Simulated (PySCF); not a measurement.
# Relaxation of singlet VO₂F

These are results of B3LYP in PySCF with V def2-SVP, O def2-SVP, F def2-SVP; no relativity; density-fitted integrals, not measurements. A (50,194) grid was used.

A hand-made trigonal pyramidal start, of Cs symmetry, held to at least that symmetry:

```xyz
4
charge 0 multiplicity 1, angstrom
V    -0.0917    0.0000   -0.4223
O    -0.8378    1.2923    0.3711
O    -0.8378   -1.2923    0.3711
F     1.6565    0.0000    0.5073
```

Optimiser trace:
```json
{"step": "0", "E − E(last) (kJ/mol)": "173.99", "largest gradient (Eh/bohr)": "0.17871"}
{"step": "1", "E − E(last) (kJ/mol)": "24.89", "largest gradient (Eh/bohr)": "0.04122"}
{"step": "2", "E − E(last) (kJ/mol)": "6.97", "largest gradient (Eh/bohr)": "0.02931"}
{"step": "3", "E − E(last) (kJ/mol)": "2.56", "largest gradient (Eh/bohr)": "0.01400"}
{"step": "4", "E − E(last) (kJ/mol)": "1.01", "largest gradient (Eh/bohr)": "0.00678"}
{"step": "5", "E − E(last) (kJ/mol)": "0.09", "largest gradient (Eh/bohr)": "0.00299"}
{"step": "6", "E − E(last) (kJ/mol)": "0.00", "largest gradient (Eh/bohr)": "0.00038"}
{"step": "7", "E − E(last) (kJ/mol)": "0.00", "largest gradient (Eh/bohr)": "0.00010"}
```

It ends at Cs with V–F 1.747 Å, V–O 1.572 Å (×2); F–V–O 117.6° (×2), O–V–O 110.1° (after a last refinement on a finer grid). A frequency run shows a minimum. Other isomers or separated fragments may lie lower.

Final geometry:
Z-matrix (Å, degrees; charge 0 multiplicity 1):
```
V
O  1 1.5723
O  1 1.5723 2 110.09
F  1 1.7473 2 117.55 3 -138.28
```

The relaxation took roughly 40 core-seconds on a shared host.
